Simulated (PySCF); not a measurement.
# Two-component Hartree-Fock for Sm⁵⁸⁺ (samarium, charge +58)

Start: [He] 2s2. Calculated with PySCF 2.14 in an even-tempered Gaussian basis (17 s from 40 bohr⁻², ratio 2.4; 13 p from 51 bohr⁻², ratio 2.4; 5 d from 160 bohr⁻², ratio 2.6; 4 f from 240 bohr⁻², ratio 2.6): generalised Hartree-Fock with the X2C-1e Hamiltonian and a Gaussian nucleus; one run each with spin-orbit coupling (SO) switched off, then screened by Boettger's factors.

```tsv
spinor shell	electrons	ε, spin-free (eV)	ε, screened SO (eV)	weight of nominal j (screened SO)	rms radius, screened SO (bohr)
1s1/2	2	-53373.5	-53373.5	1.000	0.0257
2s1/2	2	-13007.4	-13007.4	1.000	0.0996
```

```tsv
quantity	spin-free	screened SO
E (hartree)	-4985.55948	-4985.55948
M_J	0	0
⟨J²⟩	0.000	0.000
⟨L²⟩	0.000	0.000
⟨S²⟩	0.000	0.000
```

Breit and QED terms are absent; they matter most for the inner s and p1/2 levels.

Densities and radii are taken from the X2C orbitals without a picture-change correction, which distorts them close to the nucleus.

Without spin-orbit coupling the j labels of p, d and f shells carry no meaning; the spin-free column gives the mean over the occupied spinors of each nl shell.
